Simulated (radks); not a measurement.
Task: All-electron atom: S2+ in [Ne] 3s2 3p2. Method: non-relativistic Kohn-Sham, PBE, spin-unpolarised, spherical densities, point nucleus; computed with a radial shooting solver on a logarithmic mesh with Libxc functionals. Some entries of the table are withheld. Estimate them.

orbital,occ.,eigenvalue (eV),<r^2> (bohr^2)
1s,2,-2424.025,0.01273
2s,2,(1),(2)
2p,6,(3),0.2444
3s,2,-39.2565,(4)
3p,2,(5),(6)

Result: 
(1) 2s eigenvalue (eV): -236.1468
(2) 2s <r^2> (bohr^2): 0.2746
(3) 2p eigenvalue (eV): -182.2867
(4) 3s <r^2> (bohr^2): 2.873
(5) 3p eigenvalue (eV): -27.9882
(6) 3p <r^2> (bohr^2): 3.636
